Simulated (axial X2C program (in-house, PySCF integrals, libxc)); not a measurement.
**Potential curves of AuC, two-component**

Calculated with an axial X2C code built on PySCF integrals. Two-component (2c) means X2C with spin–orbit coupling and atomic mean-field two-electron Coulomb and Gaunt terms. Basis: Au dyall-cv3z [13s14p9d6f4g], C dyall-v3z [7s6p2d1f] (cores contracted in-house); Gaussian nuclei, density fitting, unrestricted open shells. Masses: Au 196.967 u, C 12.000 u.

State: Ω = 1/2 (⟨Sz⟩ = -0.48, ⟨Lz⟩ = 0.98 at HF). Energies in eV from the fragments at the same level (Au + C). Fits are polynomials in 1 − R0/R over 0.85 to 1.23 times the lowest point R0.

| R (Å) | HF | PBE0 | B3LYP |
| --- | --- | --- | --- |
| 1.5964 | 1.1777 | -2.1056 | -1.9836 |
| 1.6699 | 0.4778 | -2.6670 | -2.5689 |
| 1.7249 | 0.1264 | -2.9019 | -2.8200 |
| 1.7799 | -0.1146 | -3.0203 | -2.9535 |
| 1.8350 | -0.2710 | -3.0511 | -2.9984 |
| 1.8992 | -0.3724 | -3.0056 | -2.9682 |
| 1.9635 | -0.4115 | -2.8978 | -2.8748 |
| 2.0460 | -0.4022 | -2.6998 | -2.6941 |
| 2.1469 | -0.3422 | -2.4058 | -2.4194 |
| 2.2938 | -0.2257 | -1.9411 | -1.9791 |

The state is one determinant whose occupation by symmetry is held fixed; it was picked as the lowest of a PBE0 search that is not exhaustive. De is counted from the lowest determinant-based energies of the atoms at the same level, without counterpoise correction. Density functionals use the spin component along the axis (collinear). In 2c an atomic determinant is not the ground J level, so De misses part of the atomic spin–orbit lowering. This holds for PBE0, B3LYP. The functionals have no current-density term, which raises determinants with orbital currents, atoms included. The determinant is spin-polarised beyond a pure state at some levels (its spin-free form has ⟨S²⟩ too high), which makes Re and μ there less reliable.

Problem. What are Re, ωe and De at the HF level?

Solution. At HF, 2c: Re = 1.989 Å, ωe ≈ 451 cm⁻¹, De = 0.41 eV to Au + C; Be follows as 0.377 cm⁻¹.

Problem. What are Re, ωe and De at the PBE0 level?

Solution. At PBE0, 2c: Re = 1.831 Å, ωe ≈ 727 cm⁻¹, De = 3.05 eV to Au + C; Be follows as 0.445 cm⁻¹.

Problem. Fit the B3LYP curve near its minimum: give the equilibrium distance, the harmonic wavenumber and the well depth.

Solution. At B3LYP, 2c: Re = 1.842 Å, ωe ≈ 709 cm⁻¹, De = 3.00 eV to Au + C; Be follows as 0.439 cm⁻¹.
